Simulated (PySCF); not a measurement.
S⁺ (sulfur, charge +1) across methods

[Ne] 3s1 3p4, high-spin 4P determinant (an excited configuration). Calculation: PySCF 2.14, in x2c-QZVPPall with one added diffuse shell each of s, p, d, f type (10s7p5d3f1g, 86 functions); scalar relativity by spin-free X2C-1e.

```json
{"method": "r2SCAN", "E (hartree)": "-398.4382", "mean ε 3s α (eV)": "-30.860", "mean ε 3p α (eV)": "-19.127", "mean ε 3p β (eV)": "-15.751", "Σ⟨r²⟩ (bohr²)": "21.38", "⟨S²⟩": "3.756"}
{"method": "PBE0", "E (hartree)": "-398.3131", "mean ε 3s α (eV)": "-32.328", "mean ε 3p α (eV)": "-20.157", "mean ε 3p β (eV)": "-16.722", "Σ⟨r²⟩ (bohr²)": "21.38", "⟨S²⟩": "3.754"}
{"method": "B3LYP", "E (hartree)": "-398.4675", "mean ε 3s α (eV)": "-31.638", "mean ε 3p α (eV)": "-19.689", "mean ε 3p β (eV)": "-16.670", "Σ⟨r²⟩ (bohr²)": "21.44", "⟨S²⟩": "3.753"}
{"method": "wB97M-V", "E (hartree)": "-398.4113", "mean ε 3s α (eV)": "-34.530", "mean ε 3p α (eV)": "-22.176", "mean ε 3p β (eV)": "-19.022", "Σ⟨r²⟩ (bohr²)": "21.58", "⟨S²⟩": "3.753"}
{"method": "UHF", "E (hartree)": "-397.87245", "mean ε 3s α (eV)": "-39.755", "mean ε 3p α (eV)": "-24.375", "mean ε 3p β (eV)": "-18.296", "Σ⟨r²⟩ (bohr²)": "21.72", "⟨S²⟩": "3.761"}
{"method": "PBE", "E (hartree)": "-398.2861", "mean ε 3s α (eV)": "-29.635", "mean ε 3p α (eV)": "-18.543", "mean ε 3p β (eV)": "-15.722", "Σ⟨r²⟩ (bohr²)": "21.40", "⟨S²⟩": "3.753"}
{"method": "BP86", "E (hartree)": "-398.4979", "mean ε 3s α (eV)": "-29.688", "mean ε 3p α (eV)": "-18.590", "mean ε 3p β (eV)": "-15.911", "Σ⟨r²⟩ (bohr²)": "21.37", "⟨S²⟩": "3.753"}
{"method": "LDA", "E (hartree)": "-397.0521", "mean ε 3s α (eV)": "-29.528", "mean ε 3p α (eV)": "-18.537", "mean ε 3p β (eV)": "-15.685", "Σ⟨r²⟩ (bohr²)": "21.47", "⟨S²⟩": "3.753"}
{"method": "M06-2X", "E (hartree)": "-398.4399", "mean ε 3s α (eV)": "-33.970", "mean ε 3p α (eV)": "-21.306", "mean ε 3p β (eV)": "-17.664", "Σ⟨r²⟩ (bohr²)": "21.45", "⟨S²⟩": "3.755"}
```
